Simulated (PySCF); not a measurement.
## Radial density of Pt⁶⁴⁺ (platinum, charge +64)

UHF, [Ne] 3s2 3p2, high-spin 3P determinant. Computed with PySCF 2.14 in an uncontracted even-tempered set (17 s from 18 bohr⁻², ratio 2.5; 12 p from 24 bohr⁻², ratio 2.5; 4 d from 92 bohr⁻², ratio 2.7; 4 f from 140 bohr⁻², ratio 2.7), with scalar relativity by spin-free X2C-1e.

```json
{"r (bohr)": "0.0213", "4πr²ρ (e/bohr)": "88.59", "4πr²(ρα − ρβ)": "3.3410"}
{"r (bohr)": "0.0359", "4πr²ρ (e/bohr)": "108.8", "4πr²(ρα − ρβ)": "5.7919"}
{"r (bohr)": "0.0604", "4πr²ρ (e/bohr)": "119.2", "4πr²(ρα − ρβ)": "1.8996"}
{"r (bohr)": "0.102", "4πr²ρ (e/bohr)": "45.74", "4πr²(ρα − ρβ)": "3.7041"}
{"r (bohr)": "0.171", "4πr²ρ (e/bohr)": "31.33", "4πr²(ρα − ρβ)": "14.3591"}
{"r (bohr)": "0.287", "4πr²ρ (e/bohr)": "4.291", "4πr²(ρα − ρβ)": "2.1879"}
{"r (bohr)": "0.483", "4πr²ρ (e/bohr)": "0.02008", "4πr²(ρα − ρβ)": "0.0081"}
```

Densities and radii are taken from the X2C orbitals without a picture-change correction, which distorts them close to the nucleus.

Spin-orbit coupling is strong in this species (close to jj coupling), so the high-spin LS determinant is a model state, not a physical level.
